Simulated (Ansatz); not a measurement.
Input for Ansatz (a first-principles code): R-B3LYP-D3(BJ)/def2-TZVP on HF (SMILES F).

Ansatz 0.2 input:
```yaml
crystal:
  periodic: [false, false, false]
  atoms:
    - {symbol: F, position_ang: [0.00000000, 0.00000000, 0.46690000]}
    - {symbol: H, position_ang: [0.00000000, 0.00000000, -0.46690000]}
basis:
  gaussian:
    orbitals: def2-TZVP
hamiltonian:
  xc: b3lyp
  dispersion: d3bj
relax: {f_tol: 0.004, max_steps: 120}
scf: {lower_state_search: off}
```

Program output:

```
WARN ansatz: RAYON_NUM_THREADS=4 ignored (pool sized by the plan → 4); use --threads N
Functional definition: B3LYP
these checks for a lower state are left out or cut short: stability, starts, cluster_reference, orbital_swaps, neighbouring_geometries, increment
integrals: 0.00 GiB planned
200 factors; their error is unknown
mean field: 0.07 GiB planned
mean field evaluation 1: about -2732.9276 eV, gradient 3.4e1 eV
mean field evaluation 2: about -2730.7996 eV, gradient 5.3e1 eV
mean field evaluation 4: about -2734.4727 eV, gradient 1.4e-1 eV
mean field evaluation 8: about -2734.4822 eV, gradient 1.2e-2 eV
mean field evaluation 16: about -2734.4822 eV, gradient 3.3e-6 eV
mean field -2734.48224083 eV, -100.4903688518 hartree, gradient 3.3e-6 eV, S^2 0.000000; 0 other end points of the search recorded, 0 dependent functions left out
the calculation of the forces begins
reference -2734.48233168 eV, -100.4903721907 hartree; 5, 5 occupied and 32, 32 virtual orbitals, 200 factors
relax step   1: F+E_penalty+E_count = -2734.48713894 eV  Δ(F+E_penalty+E_count) = +0.000e0 eV  max|allowed force component| = 5.252e-1 eV/Å  Δτ_max = 0.0000 Å  (13 SCF iters, accepted)
these checks for a lower state are left out or cut short: stability, starts, cluster_reference, orbital_swaps, neighbouring_geometries, increment
integrals: 0.00 GiB planned
200 factors; their error is unknown
mean field: 0.07 GiB planned
mean field -2734.48458026 eV, -100.4904548244 hartree, gradient 3.9e-7 eV, S^2 0.000000; 0 other end points of the search recorded, 0 dependent functions left out
the calculation of the forces begins
reference -2734.48467069 eV, -100.4904581474 hartree; 5, 5 occupied and 32, 32 virtual orbitals, 200 factors
relax step   2: F+E_penalty+E_count = -2734.48947828 eV  Δ(F+E_penalty+E_count) = -2.339e-3 eV  max|allowed force component| = 1.215e-1 eV/Å  Δτ_max = 0.0036 Å  (19 SCF iters, accepted)
these checks for a lower state are left out or cut short: stability, starts, cluster_reference, orbital_swaps, neighbouring_geometries, increment
integrals: 0.00 GiB planned
200 factors; their error is unknown
mean field: 0.07 GiB planned
mean field evaluation 32: about -2734.4847 eV, gradient 4.0e-7 eV
mean field -2734.48470778 eV, -100.4904595108 hartree, gradient 4.0e-7 eV, S^2 0.000000; 0 other end points of the search recorded, 0 dependent functions left out
the calculation of the forces begins
reference -2734.48479807 eV, -100.4904628285 hartree; 5, 5 occupied and 32, 32 virtual orbitals, 200 factors
relax step   3: F+E_penalty+E_count = -2734.48960577 eV  Δ(F+E_penalty+E_count) = -1.275e-4 eV  max|allowed force component| = 2.983e-3 eV/Å  Δτ_max = 0.0011 Å  (19 SCF iters, accepted)
Total energy: -2734.48969606 eV, -100.4906428264 hartree
Atom 0 at    -0.000000     0.000000     0.462230 Å, force    -0.000000    -0.000000     0.002983 eV/Å
Atom 1 at     0.000000    -0.000000    -0.462230 Å, force     0.000000    -0.000000    -0.002983 eV/Å
Dipole moment:     0.000000    -0.000000    -0.402313 e Å
Checks for a lower state left out: stability, starts, cluster_reference, orbital_swaps, neighbouring_geometries, increment
```

Self-consistency was reached.

Cost: roughly 0.7 core-seconds.
